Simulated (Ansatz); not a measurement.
Species: C3H2F3 (charge 0, doublet). It need not be the lowest isomer of its formula. SMILES: C=[C]C(F)(F)F
Structure (B3LYP-D3(BJ)/def2-TZVP (Ansatz, a quantum-chemistry and plane-wave program) minimum search):
```xyz
8

C      2.2074    -0.0023    -0.1464
C      1.0345     0.4971     0.1089
C     -0.3688     0.0496     0.0420
F     -0.9595     0.0930     1.2503
F     -0.4658    -1.2253    -0.4059
F     -1.0940     0.8199    -0.7895
H      3.1195     0.5671    -0.0036
H      2.3160    -1.0220    -0.5170
```
Charge 0, spin multiplicity 2.

Parts of the frozen-core correlation energy in cc-pVQZ (Ansatz, hartree). Frozen orbitals: 6; correlated occupied orbitals by spin: 18 and 17; virtual: 366 and 367. Open shells are spin-unrestricted. Spin-orbit coupling is left out. Non-relativistic.

```
term                            value
-------------------------  ----------
reference (HF)             -413.19760
MP2 opposite-spin            -0.95127
MP2 same-spin                -0.32228
CCSD correlation             -1.29373
(T)                          -0.04999
T1 diagnostic                   0.027
largest doubles amplitude       0.105
<S^2> of the reference          0.952
```
